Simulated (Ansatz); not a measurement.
Input for Ansatz (a quantum-chemistry and plane-wave program): FCI/cc-pVDZ on NH (SMILES [NH]), 2S+1 = 3, a point of a bond scan (R = 2.709 Å).

Ansatz 0.2 input:
```yaml
crystal:
  periodic: [false, false, false]
  atoms:
    - {symbol: N, position_ang: [-0.00000000, -0.00000000, -0.13023546]}
    - {symbol: H, position_ang: [0.00000000, 0.00000000, 2.57866216]}
basis:
  gaussian:
    orbitals: cc-pVDZ
magnetization: {spin_polarized: false, initial_magnetization: 2}
correlation: {method: fci, electrons: all}
```

### Question
Give the final energy of this run.

### Answer
-54.9809 hartree.

### Question
How many basis functions does it have, and what does it roughly cost on one machine?

### Answer
19 functions; very roughly 24 core-seconds.
